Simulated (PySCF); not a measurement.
## Bond curve of CaAl

Set-up: PySCF, no relativity, basis sets Ca pcseg-1, Al pcseg-1. Energies in eV from Ca + Al in their ground configurations at the same level. State: ²Π (doublet), unpaired electrons π ↑.

```json
{"R (Å)": "2.716", "ROHF-SCS-MP2": "0.3168"}
{"R (Å)": "2.842", "ROHF-SCS-MP2": "0.0844"}
{"R (Å)": "2.969", "ROHF-SCS-MP2": "-0.0605"}
{"R (Å)": "3.063", "ROHF-SCS-MP2": "-0.1270"}
{"R (Å)": "3.158", "ROHF-SCS-MP2": "-0.1672"}
{"R (Å)": "3.253", "ROHF-SCS-MP2": "-0.1882"}
{"R (Å)": "3.379", "ROHF-SCS-MP2": "-0.1958"}
{"R (Å)": "3.537", "ROHF-SCS-MP2": "-0.1860"}
{"R (Å)": "3.726", "ROHF-SCS-MP2": "-0.1616"}
{"R (Å)": "3.979", "ROHF-SCS-MP2": "-0.1255"}
```

Question: Put a parabola through the three lowest points of the ROHF-SCS-MP2 curve and estimate Re, k and ωe (reduced mass 16.11 u; 1 eV/Å² = 0.16022 mdyn/Å; ωe = 1302.8·√(k/μ) cm⁻¹).

Answer: Through R = 3.253, 3.379, 3.537 Å the second-order coefficient is 0.431 eV/Å², so Re ≈ 3.386 Å, k ≈ 0.138 mdyn/Å and ωe ≈ 121 cm⁻¹. A polynomial fit of higher order to the unrounded ROHF-SCS-MP2 energies gives Re = 3.371 Å, k = 0.147 mdyn/Å, ωe = 124 cm⁻¹; anharmonicity and rounding make the difference.

The higher-order fit for each curve: ROHF-SCS-MP2: Re = 3.371 Å, ωe = 124 cm⁻¹, De = 0.196 eV.

Correlated steps freeze 10 core orbitals. The bond is weak. Basis-set superposition, not corrected here, can be much of De in a small basis, most of all at correlated wavefunction levels. The state is the lowest determinant that a PBE0 search found; another state may lie lower at other levels.
